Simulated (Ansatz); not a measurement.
Ge3Se4. Charge 0, multiplicity 1. Geometry PBE-D4/def2-SVP, basis def2-TZVP, Ansatz.

```tsv
atom	x (Å)	y (Å)	z (Å)
Ge1	0.0612	-0.9654	-2.0522
Ge2	-0.2608	1.9166	-0.3276
Ge3	0.7654	-1.0711	2.1632
Se4	-0.7838	-1.9190	0.4609
Se5	1.5601	0.8265	-1.6350
Se6	-1.9315	-0.0290	-0.5439
Se7	0.5893	1.2414	1.9348
```

```tsv
run	HOMO (eV)	LUMO (eV)
A	-5.71	-3.67
B	-6.32	-3.00
C	-8.51	-1.11
D	-5.46	-3.61
```

LC-ωPBE has ω = 0.4 bohr⁻¹. Another isomer (singlet) lies 0.58 eV lower at PBE0-D4/def2-TZVP; other spin states weren't run for this one.

**Question.** The runs used LC-ωPBE, PBE, PBE0, r2SCAN. Estimate which is which.

**Answer.** A r2SCAN (0 % exact exchange); B PBE0 (25 % exact exchange); C LC-ωPBE (range-separated); D PBE (0 % exact exchange). Exact exchange lowers occupied and raises empty levels; among semilocal functionals meta-GGAs tend to open the gap a little, and such runs are hard to tell apart. The gap grows from 1.85 eV (PBE) to 7.40 eV (LC-ωPBE).
